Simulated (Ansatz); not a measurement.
Compare A (`CC1=C[SiH2][SiH2]1`) with its isomer B (`C=C=C[SiH2][SiH3]`).

Calculated with Ansatz (gas phase, PBE0-D4/def2-TZVP geometries, no zero-point term in ΔE). CCSD(T)/CBS is the MP2 limit (def2-TZVPP, def2-QZVPP) plus CCSD(T) − MP2 in def2-TZVPP, frozen cores. Functionals use def2-TZVPP. B3LYP here is the variant with VWN-RPA as its local correlation; programs differ in this. One conformer a species, not always the lowest.

A:

```xyz
13

C    -1.408   -0.516   -1.350
C    -0.360   -0.181   -0.346
C     0.389   -1.070    0.345
Si    1.520   -0.059    1.443
Si    0.252    1.498    0.274
H    -2.375   -0.099   -1.053
H    -1.168   -0.073   -2.322
H    -1.521   -1.596   -1.479
H     0.278   -2.148    0.215
H     2.977   -0.197    1.166
H     1.320   -0.237    2.909
H    -0.779    2.319    0.971
H     0.876    2.359   -0.771
```

B:

```xyz
13

C    -3.001   -0.031    0.248
C    -1.814    0.495    0.171
C    -0.612    0.989    0.115
Si    0.854    0.072    0.811
Si    2.286   -0.597   -0.919
H    -3.650    0.175    1.092
H    -3.375   -0.684   -0.533
H    -0.463    1.952   -0.373
H     0.365   -1.111    1.565
H     1.609    0.961    1.740
H     1.587   -1.545   -1.828
H     2.713    0.588   -1.712
H     3.502   -1.263   -0.377
```

(1) Which isomer does CCSD(T)/CBS put lower? Give the gap. (Best estimate.)

(2) Give E(B) − E(A) in kJ/mol with B2PLYP, PBE0-D4, MP2/def2-TZVPP, B3LYP, CCSD(T)/def2-TZVPP, CCSD/def2-TZVPP, B3LYP-D4. (An estimate is asked.)

Largest T1 diagnostic: 0.013.

Results:

(1) Ansatz gave: A, by 86.4 kJ/mol.

(2) Computed: B2PLYP 72.6, PBE0-D4 91.0, MP2/def2-TZVPP 95.5, B3LYP 59.2, CCSD(T)/def2-TZVPP 83.3, CCSD/def2-TZVPP 81.4, B3LYP-D4 65.9. None reverses the order clearly.

The D4 term adds +6.7 kJ/mol with B3LYP and +3.2 kJ/mol with PBE0; it sums over pairs of atoms, weighted by their polarisabilities, and B3LYP, whose exchange is more repulsive, gets the larger term. In def2-TZVPP, CCSD(T) changes the Hartree–Fock value by +20.3 kJ/mol (the triples alone add +1.9 kJ/mol) and MP2 by +32.5 kJ/mol.
